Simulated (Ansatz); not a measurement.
Consider the redistribution: `[CH3][GaH][B]1CC1` + `C=NB[SiH3]` → `C=[N][GaH][CH3]` + `[SiH3]BB1CC1`.

Gas-phase electronic energies from Ansatz, PBE0-D4/def2-TZVP geometries. CBS: MP2 limit from def2 TZ/QZ plus the TZ coupled-cluster correction, frozen cores. Functionals use def2-TZVPP. B3LYP here is the variant with VWN-RPA as its local correlation; programs differ in this. For Ga outer-core shells are correlated without core-valence functions, which leaves a few kJ/mol of doubt a bond. Scalar relativity is left out up to krypton. Each species was taken in one conformer, which may not be the lowest.

```
             level  ΔE (kJ/mol)  difference from CCSD(T)/CBS
            PBE-D4         74.2                          3.5
         r2SCAN-D4         68.8                         -1.9
          B3LYP-D4         72.0                          1.3
           ωB97X-V         69.6                         -1.1
           ωB97M-V         73.2                          2.5
            B2PLYP         70.5                         -0.2
               PBE         75.3                          4.6
            r2SCAN         69.2                         -1.5
              PBE0         76.0                          5.3
             B3LYP         73.7                          3.0
     HF/def2-TZVPP         64.2                         -6.5
    MP2/def2-TZVPP         71.1                          0.4
CCSD(T)/def2-TZVPP         70.9                          0.2
     HF/def2-QZVPP         63.0                         -7.7
    MP2/def2-QZVPP         70.5                         -0.2
      HF/CBS(def2)         62.9                         -7.8
       CCSD(T)/CBS         70.7                            0
```

Largest T1 diagnostic among the species: 0.017.

In def2-TZVPP, CCSD(T) changes the Hartree–Fock value by +6.6 kJ/mol (the triples alone add −0.4 kJ/mol) and MP2 by +6.8 kJ/mol.
